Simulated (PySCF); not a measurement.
Estimate the missing entries of this data sheet.

Species: C3H9FSi.
Z-matrix (Å and degrees, GFN2-xTB geometry), rows numbered from 1:
```
C 
C   1  1.5243
C   2  1.5299  1  111.84
Si  3  1.8962  2  113.28  1   179.60
F   4  1.6134  3  107.63  2    60.18
H   1  1.0884  2  110.50  3   -60.00
H   1  1.0879  2  110.69  3   179.89
H   1  1.0882  2  110.62  3    59.82
H   2  1.0926  1  109.15  3   121.38
H   2  1.0919  1  109.28  3  -121.26
H   3  1.0932  2  108.67  1   -58.28
H   3  1.0919  2  108.88  1    57.00
H   4  1.4563  3  113.00  2   -54.38
H   4  1.4556  3  112.45  2   174.91
```

```csv
property,level,value
point group of the GFN2-xTB geometry,GFN2-xTB,C1
"rotational constants A, B, C of the GFN2-xTB geometry",GFN2-xTB,?
dipole moment,PBE0/def2-SVPD,?
HOMO energy,PBE0/def2-SVPD,-8.57 eV
LUMO energy,PBE0/def2-SVPD,?
lowest singlet excitation,TDDFT PBE0/def2-SVPD,?
strongest line among the 8 lowest singlet transitions,TDDFT PBE0/def2-SVPD,"S8 at 8.97 eV (138 nm, f = 0.148)"
lowest triplet excitation (Tamm–Dancoff),TDA PBE0/def2-SVPD,?
static isotropic polarisability,PBE0/def2-SVPD,63.4 au
electronic spatial extent ⟨r²⟩ about the centre of nuclear charge,PBE0/def2-SVPD,?
core binding energies,"ΔSCF SCAN, pcX-2 on the ionised atom, pcseg-1 elsewhere, spin-free X2C, 2p3/2 from a spin–orbit splitting computed afterwards within the 2p shell",?
```

Gas-phase values; electronic properties from PySCF, density fitting. Isolated species at its GFN2-xTB geometry (one conformer only).

Q: Give the LUMO energy.

A: 0.31 eV.

Q: Give the lowest triplet excitation (Tamm–Dancoff).

A: 7.08 eV.

Q: The rotational constants A, B, C of the GFN2-xTB geometry?

A: 9.218, 1.726, 1.575 GHz.

Q: The electronic spatial extent ⟨r²⟩ about the centre of nuclear charge?

A: 786 bohr².

Q: Give the core binding energies.

A: Si2p3/2 107.7 (Si4), C1s 290.3 (C3), C1s 290.6 (C1), C1s 290.7 (C2), F1s 692.0 (F5), Si1s 1847.5 (Si4) eV.

Q: The lowest singlet excitation?

A: 7.47 eV (166 nm, f = 0.024).

Q: What is the dipole moment?

A: 1.93 D.

With B = h/(8π²I), that is 505.379 GHz u Å² over I, the principal moments of inertia are 54.8, 292.7 and 320.9 u Å² (most abundant isotopes); the inertial defect Ic − Ia − Ib is -26.6 u Å² (zero for a rigid planar frame, negative otherwise). The largest Löwdin shares of the HOMO are 0.31 on C3, 0.21 on Si4, 0.11 on C1 and 0.10 on C2. The dipole equals about 6.4 × 10⁻³⁰ C·m (1 D = 3.33564 × 10⁻³⁰ C·m). The vertical singlet–triplet gap S1 − T1 is 0.39 eV (TDDFT singlet less Tamm–Dancoff triplet; S1: HOMO→LUMO, weight 0.98; T1: HOMO→LUMO, weight 0.95). In wavenumbers S1 is 60200 cm⁻¹ (1 eV = 8065.54 cm⁻¹).
